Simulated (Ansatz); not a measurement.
SbCl, multiplicity 3 (the spin of the measured ground state), most abundant isotopes (34.9689 and 120.9038 u). Constants from fifth-degree fits in 1/R to seven points on the lowest solution found; no spin–orbit coupling, no relativity up to Kr; ω_e x_e and α_e move by some per cent with the fit.

Correlated levels freeze the inner cores; with def2 sets outer-core shells near the valence are correlated too. CBS: X⁻³ extrapolation of the correlation energy, Hartree–Fock from the larger set.

Run with Ansatz (Gaussian orbitals).  In def2 rows elements past Kr take small-core potentials, without spin–orbit coupling.

```json
[
 {"level": "PBE/def2-TZVPP", "r_e (Å)": "2.3606", "ω_e (cm⁻¹)": "358.9", "ω_e x_e (cm⁻¹)": "1.16", "α_e (cm⁻¹)": "0.000494"},
 {"level": "CCSD(T)/CBS(def2-TZVPP, def2-QZVPP)", "r_e (Å)": "2.3337", "ω_e (cm⁻¹)": "377.6", "ω_e x_e (cm⁻¹)": "1.10", "α_e (cm⁻¹)": "0.000477"}
]
```

D_e from total energies of the atoms and the molecule: 3.41 eV at PBE/def2-TZVPP.

Question: Derive the rotational constants, the centrifugal constant, the fundamental, the zero-point energy and the force constant, and test the Morse rule for the well depth.

Answer: 
μ = 27.12386 u.
- PBE/def2-TZVPP: B_e = 16.8576/(μ r_e²) = 0.11154 cm⁻¹; B₀ = B_e − α_e/2 = 0.11129 cm⁻¹; D = 4B_e³/ω_e² = 4.31e-08 cm⁻¹; fundamental ω_e − 2ω_e x_e = 357 cm⁻¹; zero-point energy ω_e/2 − ω_e x_e/4 = 179 cm⁻¹; k = μ(2πcω_e)² = 206 N/m; a Morse well would hold ω_e²/(4ω_e x_e) = 3.44 eV against the computed D_e of 3.41 eV
- CCSD(T)/CBS(def2-TZVPP, def2-QZVPP): B_e = 16.8576/(μ r_e²) = 0.11411 cm⁻¹; B₀ = B_e − α_e/2 = 0.11388 cm⁻¹; D = 4B_e³/ω_e² = 4.17e-08 cm⁻¹; fundamental ω_e − 2ω_e x_e = 375 cm⁻¹; zero-point energy ω_e/2 − ω_e x_e/4 = 189 cm⁻¹; k = μ(2πcω_e)² = 228 N/m

Measured for the ground state: ω_e 374.7 cm⁻¹ [NIST CCCBDB].

Ansatz is a program for electronic structure.
